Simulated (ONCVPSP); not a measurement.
## Pseudopotential generation for Ca: ONCV, LDA (Perdew-Wang 92), scalar-relativistic.

Input for ONCVPSP 4.0.1:

```
# ATOM AND REFERENCE CONFIGURATION
# atsym  z   nc   nv     iexc    psfile
  Ca 20.00    3    4  -001012      upf
#
#   n    l    f
    1    0    2.00
    2    0    2.00
    2    1    6.00
    3    0    2.00
    3    1    6.00
    4    0    1.50
    4    1    0.50
#
# PSEUDOPOTENTIAL AND OPTIMIZATION
# lmax
    2
#
#   l,   rc,      ep,       ncon, nbas, qcut
    0    1.65    0.00    4    8    6.20
    1    2.10    0.00    4    8    5.20
    2    1.95    0.39    4    9    4.60
#
# LOCAL POTENTIAL
# lloc, lpopt,  rc(5),   dvloc0
    4    5    1.40    3.00
#
# VANDERBILT-KLEINMAN-BYLANDER PROJECTORs
# l, nproj, debl
    0    2    2.20
    1    2    3.20
    2    1    3.60
#
# MODEL CORE CHARGE
# icmod, fcfact, rcfact
    3    4.25    1.65
#
# LOG DERIVATIVE ANALYSIS
# epsh1, epsh2, depsh
   -3.00    5.00    0.02
#
# OUTPUT GRID
# rlmax, drl
    6.00    0.01
#
# TEST CONFIGURATIONS
# ncnf
    4
# nvcnf
#   n    l    f
    4
    3    0    2.00
    3    1    6.00
    4    0    2.00
    4    1    0.00
#
    4
    3    0    2.00
    3    1    6.00
    4    0    1.00
    4    1    0.00
#
    4
    3    0    2.00
    3    1    6.00
    4    0    0.00
    4    1    0.00
#
    4
    3    0    2.00
    3    1    6.00
    4    0    0.00
    4    1    2.00
#
```

Command:

```bash
oncvpsp.x < Ca.dat > Ca.out
```

Output (shortened: citation, most of the input echo, consistency checks and plot data are left out):

```
ONCVPSP  (Optimized Norm-Conservinng Vanderbilt PSeudopotential)
scalar-relativistic version 4.0.1

#   n    l    f        energy (Ha)
    1    0    2.00    -1.4474511E+02
    2    0    2.00    -1.5208005E+01
    2    1    6.00    -1.2321805E+01
    3    0    2.00    -1.7467608E+00
    3    1    6.00    -1.0537878E+00
    4    0    1.50    -1.5509303E-01
    4    1    0.50    -6.3657436E-02

Reference configufation results
  iterations    23
  all-electron total energy (Ha)   -6.78646355D+02

Begin loop to  construct optimized pseudo wave functions
and semi-local pseudopoentials for all angular momenta

Calculating optimized projector #   1

 for l=   0

    Fraction of norm inside rc  0.873451
    Optimizing pswf for qcut=   6.21 a_B^-1,  ecut=  19.29 Ha
    Residual kinetic energy error=  5.49D-05 Ha

    Energy error per electron        Cutoff
         Ha          eV             Ha
         0.01000     0.27211       10.40
         0.00100     0.02721       14.92
         0.00010     0.00272       18.25
         0.00001     0.00027       56.47

Calculating optimized projector #   2

 for l=   0

    Fraction of norm inside rc  0.037581
    Optimizing pswf for qcut=   6.21 a_B^-1,  ecut=  19.29 Ha
    Residual kinetic energy error=  1.98D-05 Ha

    Energy error per electron        Cutoff
         Ha          eV             Ha
         0.01000     0.27211        3.42
         0.00100     0.02721       12.44
         0.00010     0.00272       16.70
         0.00001     0.00027       21.16

Calculating optimized projector #   1

 for l=   1

    Fraction of norm inside rc  0.927814
    Optimizing pswf for qcut=   5.21 a_B^-1,  ecut=  13.56 Ha
    Residual kinetic energy error=  1.22D-04 Ha

    Energy error per electron        Cutoff
         Ha          eV             Ha
         0.01000     0.27211        9.10
         0.00100     0.02721       11.51
         0.00010     0.00272       14.69
         0.00001     0.00027       42.87

Calculating optimized projector #   2

 for l=   1

    Fraction of norm inside rc  0.028519
    Optimizing pswf for qcut=   5.21 a_B^-1,  ecut=  13.56 Ha
    Residual kinetic energy error=  1.86D-05 Ha

    Energy error per electron        Cutoff
         Ha          eV             Ha
         0.01000     0.27211        5.97
         0.00100     0.02721        9.26
         0.00010     0.00272       11.89
         0.00001     0.00027       14.58

WARNING wellstate: localized bound state found for n= 3 l= 2
WARNING this state with energy -0.09915465
WARNING will be used for the first projector

Calculating optimized projector #   1

 for l=   2

    Fraction of norm inside rc  0.523494
    Optimizing pswf for qcut=   4.59 a_B^-1,  ecut=  10.54 Ha
    Residual kinetic energy error=  2.17D-02 Ha

    Energy error per electron        Cutoff
         Ha          eV             Ha
         0.01000     0.27211       14.94
         0.00100     0.02721       72.66
         0.00010     0.00272       84.37
         0.00001     0.00027      121.90

Construct Vanderbilt / Kleinmman-Bylander projectors

B matrix Hermiticity error, ll=   0
   1   2    8.2064E-05

  Orthonormal projector coefficients  3.8497E+00 -3.1227E-01

B matrix Hermiticity error, ll=   1
   1   2    3.1769E-05

  Orthonormal projector coefficients -1.1374E+00 -2.3658E-01

Model core correction analysis
  based on d2Exc/dn_idn_j

d2excae - all-electron derivatives

   -3.816592D-02   -3.487879D-02   -2.801764D-03   -1.336169D-03
   -3.487912D-02   -3.303626D-02   -3.837850D-03   -1.653259D-03
   -2.801607D-03   -3.837155D-03   -2.837689D-02   -2.269018D-02
   -1.336215D-03   -1.653215D-03   -2.268112D-02   -2.634890D-02

d2excps - pseudofunction derivatives with no core correction

   -4.409857D-02   -3.814704D-02   -3.370099D-03   -1.564257D-03
   -3.814772D-02   -3.615855D-02   -4.058370D-03   -1.800782D-03
   -3.370115D-03   -4.057698D-03   -2.842632D-02   -2.270561D-02
   -1.564354D-03   -1.800757D-03   -2.269656D-02   -2.635655D-02

rms 2nd derivative error    2.049456E-03

rmatch, rhocmatch    0.6294    8.7990

Teter function model core charge with specified parameters

d2excps - pseudofunction derivatives with core correction

   -3.413700D-02   -3.196063D-02   -2.620161D-03   -1.253889D-03
   -3.196055D-02   -3.172959D-02   -3.624373D-03   -1.587901D-03
   -2.619951D-03   -3.623651D-03   -2.836717D-02   -2.268286D-02
   -1.253906D-03   -1.587847D-03   -2.267381D-02   -2.634594D-02

rms 2nd derivative error    1.482243E-03

Pseudoatom total energy  -36.831957

Diagnostic tests using Vanderbilt-Kleinman-Bylander pseudopotentials
  1 or more projectors used as specified by nproj input data

   l    rcore       rmatch      e in        delta e   norm test  slope test

   0   1.6587931   1.7091577  -1.7467608  -0.0000018   1.0000952   1.0000977
   0   1.6587931   1.7091577  -0.1550930   0.0000020   1.0000311   1.0000287

   1   2.1072276   2.1712076  -1.0537878  -0.0000011   1.0000766   1.0000780
   1   2.1072276   2.1712076  -0.0636574   0.0000009   1.0000206   1.0000187

   2   1.9612623   2.0208105  -0.0991546   0.0000006   1.0000016   0.9999986

 Testing for bound ghosts
   n   l    E NL Schr. Eq   E Basis Diag.   E Cutoff

   1   0       -1.746763       -1.746751     95.66
   2   0       -0.155091       -0.036821     95.66

   2   1       -1.053789       -1.053784     68.46
   3   1       -0.063657        0.014267     68.46

   3   2       -0.099154       -0.090145     89.40

 Testing for highly-localized positive-energy ghosts
       l    <radius>/rc     E Basis Diag.   E Cutoff

Test configuration 0

   n   l     f        eae           eps        diff
   1   0  2.0000 -144.74510933
   2   0  2.0000  -15.20800494
   2   1  6.0000  -12.32180454
   3   0  2.0000   -1.74676079   -1.74676256   -1.77D-06
   3   1  6.0000   -1.05378780   -1.05378891   -1.11D-06
   4   0  1.5000   -0.15509303   -0.15509102    2.00D-06
   4   1  0.5000   -0.06365744   -0.06365657    8.68D-07

    Total energies and differences
      AE_ref= -6.78646355D+02  AE_tst= -6.78646355D+02  dif=  0.00D+00
      PS_ref= -3.68319574D+01  PS_tst= -3.68319574D+01  dif= -2.84D-14
      PSP excitation error=  2.84D-14

Test configuration 1

   n   l     f        eae           eps        diff
   1   0  2.0000 -144.71888311
   2   0  2.0000  -15.18174480
   2   1  6.0000  -12.29559536
   3   0  2.0000   -1.72105965   -1.72089524    1.64D-04
   3   1  6.0000   -1.02844786   -1.02837992    6.79D-05
   4   0  2.0000   -0.14200998   -0.14200388    6.10D-06

    Total energies and differences
      AE_ref= -6.78646355D+02  AE_tst= -6.78691466D+02  dif= -4.51D-02
      PS_ref= -3.68319574D+01  PS_tst= -3.68770680D+01  dif= -4.51D-02
      PSP excitation error= -1.15D-06

Test configuration 2

   n   l     f        eae           eps        diff
   1   0  2.0000 -144.97995205
   2   0  2.0000  -15.44168477
   2   1  6.0000  -12.55561170
   3   0  2.0000   -1.97720153   -1.97735597   -1.54D-04
   3   1  6.0000   -1.28331761   -1.28329140    2.62D-05
   4   0  1.0000   -0.33697446   -0.33698161   -7.15D-06

    Total energies and differences
      AE_ref= -6.78646355D+02  AE_tst= -6.78454144D+02  dif=  1.92D-01
      PS_ref= -3.68319574D+01  PS_tst= -3.66397398D+01  dif=  1.92D-01
      PSP excitation error= -7.41D-06

Test configuration 3

   n   l     f        eae           eps        diff
   1   0  2.0000 -145.29315020
   2   0  2.0000  -15.75278605
   2   1  6.0000  -12.86684511
   3   0  2.0000   -2.28120418   -2.28203223   -8.28D-04
   3   1  6.0000   -1.58468448   -1.58481571   -1.31D-04

    Total energies and differences
      AE_ref= -6.78646355D+02  AE_tst= -6.78015152D+02  dif=  6.31D-01
      PS_ref= -3.68319574D+01  PS_tst= -3.62006956D+01  dif=  6.31D-01
      PSP excitation error= -5.90D-05

Test configuration 4

   n   l     f        eae           eps        diff
   1   0  2.0000 -144.81679765
   2   0  2.0000  -15.27997654
   2   1  6.0000  -12.39357476
   3   0  2.0000   -1.81709910   -1.81769898   -6.00D-04
   3   1  6.0000   -1.12292556   -1.12320042   -2.75D-04
   4   1  2.0000   -0.08909875   -0.08910180   -3.05D-06

    Total energies and differences
      AE_ref= -6.78646355D+02  AE_tst= -6.78503552D+02  dif=  1.43D-01
      PS_ref= -3.68319574D+01  PS_tst= -3.66891391D+01  dif=  1.43D-01
      PSP excitation error= -1.55D-05
```

The run took about 3.2 s on one core of a shared server CPU.
